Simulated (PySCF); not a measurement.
Computed shifts of a molecule C6H10, PySCF with PBE0/pcSseg-1, GIAO, gas phase, equivalent atoms averaged, in ppm (number of nuclei): ¹³C: 89.0 (1), 78.5 (1), 34.9 (1), 24.7 (1), 20.7 (1), 16.5 (1). ¹H: 2.87 (1), 2.75 (1), 2.39 (1), 2.37 (1), 2.14 (1), 1.83 (1), 1.65 (1), 1.44 (3). References: ¹³C against TMS (σ = 186.3 ppm); ¹H against TMS (σ = 31.56 ppm), references at their B3LYP-D3(BJ)/def2-TZVP geometries, non-relativistic. Geometry optimised at PBE-D3(BJ)/def2-SVP. The values are those of a single conformer.

Task: Pick the molecule that these values belong to.
A. C=C/C=C/CC
B. CC#CCCC
C. C=CC(=C)CC
D. C#CCCCC

Result: D, C#CCCCC
